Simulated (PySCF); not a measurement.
Some computed properties have been withheld. Give your best values.

Species: CH5BF3N.
Structure used (PBE0-D3(BJ)/def2-SVP), in Å, numbered top down from 1:
```
atom  x, y, z in Å
N1    -1.1954   -0.2477   -0.4482
B2     0.3924   -0.5549   -0.3814
C3     0.9225    0.5610    0.6463
F4     2.2305    0.5239    0.8986
F5     0.6414    1.8240    0.2100
F6     0.2867    0.4767    1.8532
H7    -1.6070   -0.3243    0.4848
H8    -1.3558    0.7069   -0.7781
H9    -1.6787   -0.8930   -1.0722
H10    0.5250   -1.6812    0.0612
H11    0.8403   -0.3918   -1.5016
```

| property | level | value |
| --- | --- | --- |
| point group | PBE0-D3(BJ)/def2-SVP | Cs |
| rotational constants A, B, C | PBE0-D3(BJ)/def2-SVP | 5.169, 2.607, 2.572 GHz |
| dipole moment | CAM-B3LYP/def2-SVPD | ? |
| HOMO energy | CAM-B3LYP/def2-SVPD | -10.21 eV |
| LUMO energy | CAM-B3LYP/def2-SVPD | ? |
| lowest singlet excitation | TDDFT CAM-B3LYP/def2-SVPD | ? |
| strongest line among the 10 lowest singlet transitions | TDDFT CAM-B3LYP/def2-SVPD | ? |
| lowest triplet excitation (Tamm–Dancoff) | TDA CAM-B3LYP/def2-SVPD | 7.21 eV |
| static isotropic polarisability | CAM-B3LYP/def2-SVPD | 42.8 au |
| vertical ionisation energy | ΔSCF CAM-B3LYP/def2-SVPD | 11.39 eV |
| electronic spatial extent ⟨r²⟩ about the centre of nuclear charge | CAM-B3LYP/def2-SVPD | ? |
| 13C chemical shifts (computed TMS as zero) by class | GIAO PBE0/pcSseg-1 | 141.5 (C3) ppm |
| 1H chemical shifts (computed TMS as zero) by class | GIAO PBE0/pcSseg-1 | ? |
| isotropic shieldings of nuclei other than C and H, by class | GIAO PBE0/pcSseg-1 | 124 (B2), 227 (N1), 260 (F4/F5/F6) ppm |
| largest of the computed one-bond spin–spin couplings (means over like bonds) | B3LYP/pcJ-1 | ? |

Electronic properties: PySCF, gas phase, density fitting. NMR classes are plain means over equivalent atoms (diastereotopic ones count apart unless rotation or inversion swaps them), as if these changed places fast; in this geometry the members of some classes differ.

(1) What is the strongest line among the 10 lowest singlet transitions?

(2) What is the electronic spatial extent ⟨r²⟩ about the centre of nuclear charge?

(3) The dipole moment?

(4) The largest of the computed one-bond spin–spin couplings (means over like bonds)?

(5) What is the lowest singlet excitation?

(6) Give the LUMO energy.

(7) The 1H chemical shifts (computed TMS as zero) by class?

## Answers

(1) S10 at 10.18 eV (122 nm, f = 0.106).

(2) 546 bohr².

(3) 6.20 D.

(4) 19F–13C -362.2 (F4–C3 and 2 like it), 11B–1H +113.1 (B2–H10 and 1 like it), 13C–11B +85.2 (C3–B2), 15N–1H -73.5 (N1–H7 and 2 like it), 15N–11B -4.1 (N1–B2) Hz.

(5) 7.35 eV (169 nm, f = 0.012).

(6) 0.16 eV.

(7) 2.92 (H7/H8/H9), 2.17 (H10/H11) ppm.

The ΔSCF ionisation energy exceeds −ε(HOMO) by 1.18 eV with CAM-B3LYP; the lowest state found was started with its hole in HOMO−1. With B = h/(8π²I), that is 505.379 GHz u Å² over I, the principal moments of inertia are 97.8, 193.9 and 196.5 u Å² (most abundant isotopes); the inertial defect Ic − Ia − Ib is -95.2 u Å² (zero for a rigid planar frame, negative otherwise). The largest Löwdin shares of the HOMO are 0.41 on B2, 0.21 on H10, 0.21 on H11 and 0.06 on N1. The principal polarisabilities are 41.6, 42.3 and 44.5 au; their mean is the isotropic value.

For the geometry optimisation (PBE0-D3(BJ)/def2-SVP), the run took 24 s of wall time on one thread, Arm Neoverse V1, on a shared host.
